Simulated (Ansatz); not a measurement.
A nudged elastic band was laid between two geometries of CH6FNOSi (11 atoms, charge 0, multiplicity 1).

These are results of RKS B3LYP-D4/def2-mTZVP in Ansatz 0.2.0, not measurements.

```json
{
 "movable images": "5",
 "climbing image": "yes",
 "spring": "50.0 eV/Å²",
 "optimiser": "quadratic models (default)",
 "start path": "through a guess of the saddle point",
 "force threshold": "0.05 eV/Å",
 "iteration limit": "60",
 "end points": "relaxed"
}
```

Initial state:

```xyz
11
Properties=species:S:1:pos:R:3
N -0.131 -1.360 1.556
C 0.301 -0.721 0.383
F -0.159 -1.395 -0.806
O -0.196 0.559 0.346
Si -0.068 1.578 -0.976
H -1.140 -1.294 1.649
H 0.155 -2.333 1.573
H 1.388 -0.758 0.293
H -1.071 1.261 -2.015
H -0.309 2.931 -0.436
H 1.297 1.475 -1.548
```

Final state:

```xyz
11
Properties=species:S:1:pos:R:3
N -0.023 -1.126 1.477
C 0.269 -0.813 0.136
F -0.227 -1.728 -0.775
O -0.385 0.409 -0.207
Si 0.457 1.623 -1.719
H -0.972 -1.477 1.577
H 0.629 -1.801 1.860
H 1.340 -0.726 -0.042
H -0.950 1.905 -2.219
H 0.401 2.737 -0.670
H -0.474 0.939 0.601
```

(1) Which bonds break or form, and what moves?

(2) Give the energies along the band, and the barrier.

(3) What is the geometry of the highest image?

Answers

(1) Bonds broken: Si5–H11. Bonds formed: O4–H11.

(2) It converged. The highest image is number 3 of 0 to 6, 338.1 kJ/mol above the first end and 91.8 kJ/mol above the last; the last end lies 246.3 kJ/mol above the first. Neighbouring images differ by up to 3.4 eV, so the band resolves the path poorly. Another band between the same ends (5 images) ends at a top of the same energy, where a vibrational analysis finds 1 clearly imaginary mode. The orbitals stay closed-shell, which can raise the energy where a bond breaks towards radicals; this wasn't checked here.

```csv
image,path coordinate (Å),energy (kJ/mol),Si5–H11 (Å),O4–H11 (Å)
0,0.00,0.0,1.48,2.58
1,1.33,2.7,1.48,2.58
2,2.66,7.4,1.48,2.51
3,3.99,338.1,1.67,1.25
4,5.47,252.2,2.59,0.97
5,6.95,250.4,2.60,0.97
6,8.42,246.3,2.59,0.97
```

(3) 
```xyz
11
Properties=species:S:1:pos:R:3
N 0.238 -1.344 1.427
C 0.086 -0.724 0.174
F -1.078 -1.135 -0.514
O -0.048 0.656 0.358
Si 0.214 1.895 -1.136
H -0.525 -1.091 2.049
H 0.285 -2.354 1.339
H 0.916 -0.977 -0.491
H 0.015 1.007 -2.321
H -1.046 2.696 -1.080
H 1.007 1.314 0.215
```

Run time: 2.5 min on 2 threads of AMD EPYC 9B45 (Zen 5), with other jobs on the host, peak memory 0.29 GiB.
